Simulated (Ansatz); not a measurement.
Molecule: sum formula AlOF$_{2}$H, charge 0, multiplicity 1. 
Geometry from a B3LYP-D3(BJ)/def2-TZVP (Ansatz, a quantum-chemistry and plane-wave program) optimisation:
```
Al
F 1 1.6384
F 1 1.6432 2 118.54
O 1 1.6783 2 118.97 3 -180.00
H 4 0.9581 1 124.21 2 180.00
```
Charge 0, spin multiplicity 1.

Basis-set convergence of Hartree-Fock and MP2 correlation energies (hartree) with Ansatz. Cores are frozen in the correlated levels unless marked. Spin-orbit coupling is left out. Non-relativistic.

```csv
basis,functions,E(HF),"E(corr, MP2)"
cc-pV(D+d)Z,70,-516.46622,-0.62447
cc-pV(T+d)Z,143,?,?
```

### Question
Fill in the missing entries.

### Answer

- cc-pV(T+d)Z, E(HF): -516.58386
- cc-pV(T+d)Z, E(corr, MP2): -0.82291
